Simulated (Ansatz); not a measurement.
Relaxation of CH₄BCl₂FO (10 atoms, charge 0, multiplicity 1), to a largest force component of 0.03 eV/Å in at most 50 steps.

These are results of Ansatz, RKS CAM-B3LYP-D4/cc-pVDZ, not measurements.

```xyz
10
Properties=species:S:1:pos:R:3
B 0.158 0.458 -0.130
F -0.185 0.545 1.149
Cl 1.829 0.679 -0.586
Cl -1.122 0.344 -1.327
O 0.206 -2.028 0.636
C -0.673 -2.997 0.094
H -0.101 -3.570 -0.649
H -1.036 -3.700 0.863
H -1.541 -2.539 -0.413
H -0.246 -1.567 1.379
```

Question: Where does it end, and by what steps?

Answer: It converged. After 16 steps the energy has fallen by 0.473 eV; Cl3 moved furthest, 1.13 Å. Joined: B1–O5 (2.60 → 1.64 Å).

| step | energy less start (eV) | largest force component (eV/Å) | accepted |
| --- | --- | --- | --- |
| 0 | 0.0000 | 0.570 | yes |
| 1 | 0.0088 | 0.888 | no |
| 2 | -0.0149 | 0.427 | yes |
| 3 | -0.0627 | 0.407 | yes |
| 4 | -0.1148 | 0.550 | yes |
| 5 | -0.1945 | 0.999 | yes |
| 6 | -0.2906 | 1.132 | yes |
| 7 | -0.3736 | 0.375 | yes |
| 8 | -0.4151 | 0.327 | yes |
| 9 | -0.4362 | 0.467 | yes |
| 10 | -0.4546 | 0.234 | yes |
| 11 | -0.4653 | 0.173 | yes |
| 12 | -0.4683 | 0.134 | yes |
| 13 | -0.4715 | 0.031 | yes |
| 14 | -0.4726 | 0.066 | yes |
| 15 | -0.4731 | 0.050 | yes |
| 16 | -0.4734 | 0.013 | yes |

```xyz
10
Properties=species:S:1:pos:R:3
B 0.085 -0.123 0.050
F 0.191 0.699 1.124
Cl 1.615 -0.388 -0.891
Cl -1.406 0.209 -0.968
O -0.210 -1.559 0.788
C -0.484 -2.747 0.007
H 0.371 -2.861 -0.667
H -0.545 -3.596 0.699
H -1.410 -2.614 -0.565
H -0.916 -1.395 1.437
```

Whether the end is a true minimum wasn't checked by a vibrational analysis.

Time of the run: 40 s on 4 threads of Arm Neoverse V2 (shared host), peak memory 0.33 GiB.
